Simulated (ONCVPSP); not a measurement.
**Varying the ONCV potential for Ho (Z = 67)**

Base potential:

ONCVPSP 4.0.1 input, shortened (lines: element, Z, core and valence counts, functional; n l f; lmax; l rc ep ncon nbas qcut; lloc lpopt rc5 dvloc0; l nproj debl; icmod fcfact rcfact), PBE, fully relativistic:

```
  Ho 67.00   10    5        4      upf
    1    0    2.00
    2    0    2.00
    2    1    6.00
    3    0    2.00
    3    1    6.00
    3    2   10.00
    4    0    2.00
    4    1    6.00
    4    2   10.00
    4    3   10.00
    5    0    2.00
    5    1    6.00
    5    2    1.00
    6    0    1.00
    6    1    1.00
    2
    0    2.15    0.00    4    8    7.10
    1    2.90    0.00    4    9    5.00
    2    3.00    0.00    4    8    5.20
    4    5    1.35    0.00
    0    2    2.30
    1    2    2.60
    2    2    2.20
    0    0.00    0.00
```

Open shells are filled in proportion to 2j + 1.

All-electron outer shells of the reference configuration (PBE, scalar-relativistic, ld1.x):

```csv
shell,level (eV),outermost node (bohr),outermost maximum (bohr)
4d,-167.69,0.25,0.52
5s,-55.79,0.61,1.13
5p,-30.50,0.66,1.28
4f,-10.72,–,0.52
6s,-5.12,1.51,3.18
5d,-3.26,0.74,1.86
6p,-1.94,1.83,4.35
```

Cutoffs, loose and tight: the cutoffs (Ha) at which the residual kinetic energy of the hardest occupied pseudo-wave falls to 1 and 0.1 mHa per electron. They do not see the model core or the augmentation charge, which bear on the density cutoff. Test errors are all-electron minus pseudo excitation energies from the reference, over the configurations 5s2 5p6 5d1 6s2 6p0; 5s2 5p6 5d1 6s1 6p0; 5s2 5p6 5d1 6s0 6p0; 5s2 5p6 5d1 6s0 6p1. A dash means not determined; rows that change the core or the reference have their own tests.

| change | outcome | cutoff, loose | cutoff, tight | bound ghosts | GHOST(+) flags above zero | largest test error (meV) |
| --- | --- | --- | --- | --- | --- | --- |
| base | generated | 14 Ha | 17 Ha | none | s, d5/2 | +20 |
| local potential polynomial inside 1.35 bohr (lpopt 5, dvloc0 -1.5 Ha) | generated | 14 Ha | 17 Ha | none | s, d5/2, p1/2, d3/2 | +20 |
| local potential polynomial inside 1.35 bohr (lpopt 5, dvloc0 2.5 Ha) | generated | 14 Ha | 17 Ha | none | s, p1/2 | +20 |
| local potential polynomial inside 1.35 bohr (lpopt 5, dvloc0 4.5 Ha) | generated | 14 Ha | 17 Ha | none | s, p1/2 | +20 |
| local potential polynomial inside 1.35 bohr (lpopt 5, dvloc0 7 Ha) | generated | 14 Ha | 17 Ha | none | none | +20 |
| local potential polynomial inside 1.35 bohr (lpopt 5, dvloc0 8.5 Ha) | generated | 14 Ha | 17 Ha | none | none | +20 |

Reading the sweep of the dvloc0 (base included, trends over the rows without a ghost): The loose cutoff stays near 14 Ha. The median size of the test errors (rows with all tests solved) stays near 2.8 meV.
